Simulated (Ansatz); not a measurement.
H$_{4}$P (SMILES [PH4+]), charge +1, singlet, geometry from GFN2-xTB. Base run: HF/pcseg-1 (Ansatz, an electronic-structure program).

Ansatz was given this input:
Ansatz 0.2 input:
```yaml
crystal:
  periodic: [false, false, false]
  atoms:
    - {symbol: P, position_ang: [0.00000000, 0.00000000, -0.00000000]}
    - {symbol: H, position_ang: [-0.74072552, -0.84327030, -0.79402376]}
    - {symbol: H, position_ang: [0.31759659, -0.63856403, 1.17542384]}
    - {symbol: H, position_ang: [-0.73217177, 1.13050142, 0.27594176]}
    - {symbol: H, position_ang: [1.15530070, 0.35133291, -0.65734185]}
basis:
  gaussian:
    orbitals: pcseg-1.json
hamiltonian:
  xc: hf
total_charge: 1
```
The basis file holds pcseg-1 in the JSON format of the Basis Set Exchange.

Each row names what was changed in the base input (with any setting that the change needs).

```json
[
 {"change": "base", "basis functions": "38", "E (Eh)": "-342.76195"},
 {"change": "basis = 3-21G", "basis functions": "21", "E (Eh)": "___"},
 {"change": "basis = pcseg-0", "basis functions": "21", "E (Eh)": "-342.28000"},
 {"change": "basis = def2-SV(P)", "basis functions": "26", "E (Eh)": "-342.66350"},
 {"change": "basis = 6-31G*", "basis functions": "___", "E (Eh)": "___"},
 {"change": "basis = pc-1", "basis functions": "38", "E (Eh)": "-342.77338"},
 {"change": "basis = cc-pV(D+d)Z", "basis functions": "___", "E (Eh)": "___"},
 {"change": "basis = def2-SVPD", "basis functions": "56", "E (Eh)": "-342.68407"},
 {"change": "basis = aug-pcseg-1", "basis functions": "63", "E (Eh)": "___"},
 {"change": "basis = aug-cc-pVDZ", "basis functions": "63", "E (Eh)": "-342.78638"},
 {"change": "basis = pcseg-2", "basis functions": "90", "E (Eh)": "-342.80305"},
 {"change": "basis = aug-cc-pVTZ", "basis functions": "142", "E (Eh)": "-342.80650"},
 {"change": "basis = cc-pVQZ", "basis functions": "179", "E (Eh)": "-342.81232"}
]
```

Question: Fill in the missing entries.

Answer: 
- basis = 3-21G, E (Eh): -340.99764
- basis = 6-31G*, basis functions: 27
- basis = 6-31G*, E (Eh): -342.76153
- basis = cc-pV(D+d)Z, basis functions: 43
- basis = cc-pV(D+d)Z, E (Eh): -342.79249
- basis = aug-pcseg-1, E (Eh): -342.76322

Totals compare only among sets that treat the same electrons; sets with core potentials leave the core out.
